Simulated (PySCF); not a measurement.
# Electronic absorption of C4H5F3GaN

Compound: C4H5F3GaN.
Atom-mapped SMILES: `[CH3:1][C:2]#[N+:3][GaH2-:4][C:5]([F:6])=[C:7]([F:8])[F:9]` (hydrogens: H10, H11, H12 on C1; H13, H14 on Ga4)

Method used: TDDFT CAM-B3LYP/def2-SVPD, vertical, gas phase, core orbitals frozen in the response in PySCF. The structure is a single PBE0-D3(BJ)/def2-SVP conformer in the gas phase; no vibrational or solvent corrections. Relativistic effects, spin–orbit coupling among them, are left out although an element past zinc is present. Torsions of this conformer, `[CH3:1][C:2]#[N+:3][GaH2-:4][C:5]([F:6])=[C:7]([F:8])[F:9]`: C2–N3–Ga4–C5 0°, N3–Ga4–C5–F6 -5°.

Task: List the vertical singlet excitations with oscillator strengths and describe the spectrum.

Result: 

| state | E (eV) | ν̃ (cm⁻¹) | f | main configurations (H = HOMO, L = LUMO) |
| --- | --- | --- | --- | --- |
| S1 | 5.57 | 44890 | 0.0005 | H→L (77%), H→L+4 (8%) |
| S2 | 6.07 | 48950 | 0.011 | H→L+2 (72%), H→L+1 (16%) |
| S3 | 6.09 | 49110 | 0.0061 | H→L+1 (48%), H→L+2 (26%) |
| S4 | 6.38 | 51490 | 0.0032 | H→L+4 (56%), H→L+3 (30%) |
| S5 | 6.76 | 54500 | 0.0030 | H-1→L (74%) |
| S6 | 6.93 | 55880 | 0.0010 | H-2→L (70%), H-1→L+2 (11%) |
| S7 | 6.97 | 56200 | 0.0047 | H→L+1 (24%), H→L+5 (22%), H→L (13%) |
| S8 | 7.12 | 57430 | 0.0052 | H-2→L+2 (66%), H-1→L+1 (9%) |
| S9 | 7.17 | 57850 | 0.068 | H-2→L+2 (21%), H-1→L+1 (16%), H→L+3 (14%) |
| S10 | 7.21 | 58160 | 0.155 | H-1→L+2 (77%), H-2→L (13%) |

Triplets, Tamm–Dancoff:

```
state  E (eV)  λ (nm)  main configurations (H = HOMO, L = LUMO)
   T1    4.35   284.9                               H→L+6 (74%)
   T2    5.37   230.8       H→L (59%), H→L+5 (13%), H→L+4 (11%)
   T3    5.95   208.5       H→L+2 (38%), H→L+1 (24%), H→L (11%)
   T4    5.97   207.8        H→L+2 (33%), H→L+1 (28%), H→L (9%)
```

The lowest singlet lies at 5.57 eV (223 nm, ultraviolet) and is very weak; its leading configuration is HOMO→LUMO (77%). The strongest level in the table is S10 at 7.21 eV (172 nm, f = 0.155). It is the last of those listed, so stronger ones may follow. Löwdin shares by element: HOMO carbon 54% or more, fluorine 20% or more (atoms not listed hold the other 25%); LUMO carbon 47% or more, nitrogen 28%, hydrogen 10% or more (atoms not listed hold the other 15%). The oscillator strengths of these states sum to 0.257; summed over the whole spectrum of an exact calculation they would give the number of electrons, 94 (Thomas–Reiche–Kuhn). Of the 10 states listed, 3 reach f = 0.01 and none stays under 0.0005. The listed states span 1.65 eV, and the widest gap between neighbours is 0.50 eV (S1 to S2). All these states lie below the vertical ionisation energy of 8.86 eV (ΔSCF). Only the lowest 10 singlets were computed, as vertical energies without vibronic structure.
